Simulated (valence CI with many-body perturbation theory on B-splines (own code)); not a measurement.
# Ce¹⁷⁺: M1 decay

Calculated by configuration interaction combined with many-body perturbation theory (CI+MBPT): five valence electrons over a frozen Dirac-Fock core [Kr], radial functions for each j: 7 s, 7 p, 8 d, 6 f, 4 g, 1 h, with the one-electron correlation potential Σ1, the two-electron term Σ2, the three-electron term Σ3, Breit, model QED; selected CI, second order for the rest, scaled by the run's own slope (own B-spline code, finite nucleus).

No measured levels were compared; by estimate terms of the open shell hold to 2 to 4 % of their energy, and close levels can change places. Among the levels kept, up to 460 cm⁻¹ of a level comes from second order outside the variational space, and about a tenth of that is noise between levels of different J, which matters for small intervals. The list stops below the first excitations out of the core.

Lines 51 to 100 of 120 in falling wavelength, among levels below 604080 cm⁻¹, chosen from the decays that carry over 1 % of a level's rate. Wavelengths and rates use the calculated energies, so an error of 2000 cm⁻¹ moves a line at 304.5 nm by 6.1 % and its rate by three times that or more. S is in atomic units (e²a₀⁴ for E2 and M2, e²a₀⁶ for E3), for M1 in squared Bohr magnetons. Weak lines are less certain than strong ones. Lines between different terms over intervals too small for the method are left out, as are lines whose strength nearly cancels. Where a level lies close to another of its J and parity, the split of strength between their lines is uncertain.

Names give the largest LS component (configuration and term), which can be under half, so a name can repeat, a term be missing and a line seem to break the LS rules; names also repeat where a configuration has a term twice. Letters in brackets count levels of one name in rising energy.

| λ vac (nm) | Upper | Lower | Type | A (s⁻¹) | S (a.u.) |
| --- | --- | --- | --- | --- | --- |
| 305.9 | 4d5 4D_3/2 [b] | 4d5 4D_3/2 [a] | M1 | 3.10e+01 | 1.32e-01 |
| 304.5 | 4d5 4F_5/2 | 4d5 2D_5/2 [a] | M1 | 3.29e+02 | 2.06e+00 |
| 302.5 | 4d5 2S_1/2 | 4d5 4F_3/2 | M1 | 6.45e+01 | 1.32e-01 |
| 297.8 | 4d5 2G_9/2 [a] | 4d5 4G_11/2 | M1 | 1.18e+02 | 1.15e+00 |
| 289.8 | 4d5 2H_9/2 | 4d5 4D_7/2 | M1 | 5.96e+01 | 5.37e-01 |
| 285.5 | 4d5 4G_5/2 [a] | 4d5 6S_5/2 | M1 | 4.19e+02 | 2.17e+00 |
| 277.7 | 4d5 2I_13/2 | 4d5 4G_11/2 | M1 | 5.37e+01 | 5.97e-01 |
| 272.9 | 4d5 4F_3/2 | 4d5 4D_3/2 [a] | M1 | 6.61e+02 | 1.99e+00 |
| 272.0 | 4d5 2G_9/2 [a] | 4d5 4G_7/2 | M1 | 1.33e+02 | 9.92e-01 |
| 270.1 | 4d5 2S_1/2 | 4d5 4D_3/2 [b] | M1 | 8.89e+01 | 1.30e-01 |
| 267.1 | 4d5 2F_7/2 [b] | 4d5 2F_7/2 [a] | M1 | 2.09e+01 | 1.18e-01 |
| 265.6 | 4d5 2F_5/2 [a] | 4d5 4G_5/2 [b] | M1 | 7.03e+02 | 2.93e+00 |
| 261.4 | 4d5 4F_7/2 | 4d5 2G_9/2 [a] | M1 | 4.89e+02 | 2.59e+00 |
| 254.7 | 4d5 2S_1/2 | 4d5 4D_1/2 | M1 | 1.58e+01 | 1.93e-02 |
| 253.7 | 4d5 2D_5/2 [a] | 4d5 4G_5/2 [a] | M1 | 2.80e+02 | 1.02e+00 |
| 251.1 | 4d5 2F_5/2 [b] | 4d5 2D_5/2 [a] | M1 | 3.62e+02 | 1.27e+00 |
| 248.6 | 4d5 2H_11/2 | 4d5 2I_13/2 | M1 | 2.20e+02 | 1.50e+00 |
| 246.7 | 4d5 2D_3/2 [a] | 4d5 2D_5/2 [a] | M1 | 1.84e+02 | 4.09e-01 |
| 242.3 | 4d5 2G_9/2 [b] | 4d5 2G_9/2 [a] | M1 | 1.47e+01 | 7.73e-02 |
| 241.5 | 4d5 2F_5/2 [a] | 4d5 4D_3/2 [a] | M1 | 8.06e+01 | 2.53e-01 |
| 234.4 | 4d5 2H_11/2 | 4d5 2G_9/2 [a] | M1 | 1.88e+02 | 1.08e+00 |
| 229.1 | 4d5 4F_7/2 | 4d5 2F_7/2 [a] | M1 | 2.42e+02 | 8.65e-01 |
| 229.0 | 4d5 2F_5/2 [a] | 4d5 4G_7/2 | M1 | 1.26e+02 | 3.35e-01 |
| 227.6 | 4d5 2F_5/2 [b] | 4d5 4D_7/2 | M1 | 3.61e+02 | 9.47e-01 |
| 223.5 | 4d5 2F_7/2 [b] | 4d5 2D_5/2 [a] | M1 | 1.39e+02 | 4.60e-01 |
| 214.1 | 4d5 2F_7/2 [a] | 4d5 4G_5/2 [a] | M1 | 2.68e+01 | 7.79e-02 |
| 210.4 | 4d5 2G_9/2 [b] | 4d5 2I_11/2 | M1 | 1.21e+02 | 4.18e-01 |
| 209.0 | 4d5 2H_9/2 | 4d5 4G_9/2 | M1 | 5.94e+02 | 2.01e+00 |
| 204.7 | 4d5 2F_7/2 [b] | 4d5 4D_7/2 | M1 | 3.48e+02 | 8.84e-01 |
| 204.5 | 4d5 2H_11/2 | 4d5 2I_11/2 | M1 | 9.52e+02 | 3.62e+00 |
| 198.6 | 4d5 4G_7/2 | 4d5 6S_5/2 | M1 | 5.77e+01 | 1.34e-01 |
| 197.8 | 4d5 2G_7/2 [a] | 4d5 4G_9/2 | M1 | 1.29e+02 | 2.97e-01 |
| 196.5 | 4d5 4F_5/2 | 4d5 4G_5/2 [b] | M1 | 2.48e+02 | 4.19e-01 |
| 195.5 | 4d5 2G_7/2 [a] | 4d5 4G_5/2 [b] | M1 | 7.91e+00 | 1.75e-02 |
| 195.0 | 4d5 2H_9/2 | 4d5 4G_11/2 | M1 | 2.18e+02 | 6.00e-01 |
| 190.0 | 4d5 4D_3/2 [a] | 4d5 6S_5/2 | M1 | 7.74e+02 | 7.87e-01 |
| 188.6 | 4d5 2D_3/2 [a] | 4d5 4P_1/2 | M1 | 3.57e+01 | 3.55e-02 |
| 184.3 | 4d5 4F_3/2 | 4d5 4G_5/2 [a] | M1 | 5.04e+02 | 4.68e-01 |
| 183.6 | 4d5 2H_9/2 | 4d5 4G_7/2 | M1 | 2.34e+02 | 5.36e-01 |
| 183.0 | 4d5 4F_5/2 | 4d5 4D_3/2 [a] | M1 | 4.79e+01 | 6.54e-02 |
| 181.6 | 4d5 4F_7/2 | 4d5 4D_7/2 | M1 | 2.36e+02 | 4.19e-01 |
| 177.4 | 4d5 4G_5/2 [b] | 4d5 6S_5/2 | M1 | 2.36e+02 | 2.93e-01 |
| 175.7 | 4d5 4F_5/2 | 4d5 4G_7/2 | M1 | 3.84e+02 | 4.63e-01 |
| 172.8 | 4d5 2F_5/2 [b] | 4d5 4G_5/2 [b] | M1 | 5.23e+02 | 6.00e-01 |
| 172.2 | 4d5 2G_9/2 [b] | 4d5 4D_7/2 | M1 | 2.58e+02 | 4.88e-01 |
| 169.5 | 4d5 2F_5/2 [a] | 4d5 4G_5/2 [a] | M1 | 4.83e+01 | 5.23e-02 |
| 165.6 | 4d5 2S_1/2 | 4d5 4P_1/2 | M1 | 2.54e+02 | 8.54e-02 |
| 162.3 | 4d5 2F_5/2 [b] | 4d5 4D_3/2 [a] | M1 | 8.97e+01 | 8.52e-02 |
| 160.8 | 4d5 2F_7/2 [b] | 4d5 4G_9/2 | M1 | 4.74e+02 | 5.84e-01 |
| 160.4 | 4d5 2D_3/2 [a] | 4d5 4D_3/2 [a] | M1 | 8.60e+01 | 5.26e-02 |
